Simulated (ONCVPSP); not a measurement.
## As: one change to an ONCV potential, before and after

```json
{
  "Element": "arsenic (As)",
  "Generator": "ONCVPSP 4.0.1",
  "Type": "optimised norm-conserving Vanderbilt (ONCV)",
  "Functional": "PBE",
  "Relativity": "fully relativistic",
  "Frozen core": "[Ne] 3s2",
  "Valence charge": "21",
  "Reference configuration": "3p6 3d10 4s1.75 4p3.25",
  "Partial waves": "4s: rc 1.70 bohr, ncon 4, nbas 7, qcut 3.8 1/bohr, 1 projector; 3p+4p: rc 1.05 bohr, ncon 4, nbas 9, qcut 12.1 1/bohr, 2 projectors; 3d: rc 0.80 bohr, ncon 3, nbas 8, qcut 22.3 1/bohr, 1 projector",
  "Local potential": "polynomial inside 0.50 bohr (lpopt 5, dvloc0 0 Ha)",
  "Core correction": "Teter function fitted to the true core (icmod 2), fcfact 0.4"
}
```

Open shells are filled in proportion to 2j + 1.

All-electron outer shells of the reference configuration (PBE, scalar-relativistic, ld1.x):

| shell | level (eV) | outermost node (bohr) | outermost maximum (bohr) |
| --- | --- | --- | --- |
| 2p | -1304.08 | – | 0.14 |
| 3s | -190.74 | 0.25 | 0.52 |
| 3p | -134.11 | 0.22 | 0.52 |
| 3d | -41.07 | – | 0.47 |
| 4s | -14.72 | 0.73 | 1.61 |
| 4p | -5.36 | 0.78 | 1.97 |

Change: p: qcut 10.7.

Cutoffs: the cutoffs (Ha) at which the residual kinetic energy of the hardest occupied pseudo-wave falls to 1 and 0.1 mHa per electron; they do not see the model core or the augmentation charge, which bear on the density cutoff. Errors are all-electron minus pseudo energies relative to the spin-unpolarised reference configuration.

Problem. Predict the effect on cutoff, ghosts and configuration errors.

Solution. The potential gets neither clearly harder nor softer (174 Ha and 197 Ha → 174 Ha and 197 Ha); both files keep a bound ghost (s); of the 4 tests that both files solve, the error grows in 0 and shrinks in 1 by more than 15 % and 0.3 meV (median size 1.0 → 0.9 meV).

| quantity | base | changed |
| --- | --- | --- |
| cutoff, loose | 174 Ha | 174 Ha |
| cutoff, tight | 197 Ha | 197 Ha |
| loose cutoff by channel | s 20 Ha, p 58 Ha, d 174 Ha | s 20 Ha, p 52 Ha, d 174 Ha |
| bound ghosts | s | s |
| GHOST(+) flags under 300 eV | none | none |
| error for 3p6 3d10 4s2 4p3, meV [ΔE -2.33 eV] | -0.2 | -0.3 |
| error for 3p6 3d10 4s2 4p2, meV [ΔE 6.82 eV] | +0.6 | +0.2 |
| error for 3p6 3d10 4s2 4p1, meV [ΔE 24.74 eV] | +7.1 | +6.2 |
| error for 3p6 3d10 4s1 4p3, meV [ΔE 16.92 eV] | -1.4 | -1.5 |
| s: phases at 1.72 bohr within 0.05 rad from the reference energy up to (Ha; the scan ends near 5) | 0.9 | 0.9 |
| p3/2: phases at 1.07 bohr within 0.05 rad from the reference energy up to (Ha; the scan ends near 5) | to the end of the scan | to the end of the scan |
| p1/2: phases at 1.07 bohr within 0.05 rad from the reference energy up to (Ha; the scan ends near 5) | to the end of the scan | to the end of the scan |
| d5/2: phases at 0.81 bohr within 0.05 rad from the reference energy up to (Ha; the scan ends near 5) | to the end of the scan | to the end of the scan |
| d3/2: phases at 0.81 bohr within 0.05 rad from the reference energy up to (Ha; the scan ends near 5) | to the end of the scan | to the end of the scan |
| rms error of d²Exc/dni dnj with the model core, mHa | 7.39 | 7.38 |

 A true bound ghost makes a file unfit for plane-wave use even where its test errors are small: the radial tests pick states by their node count and pass the ghost by.
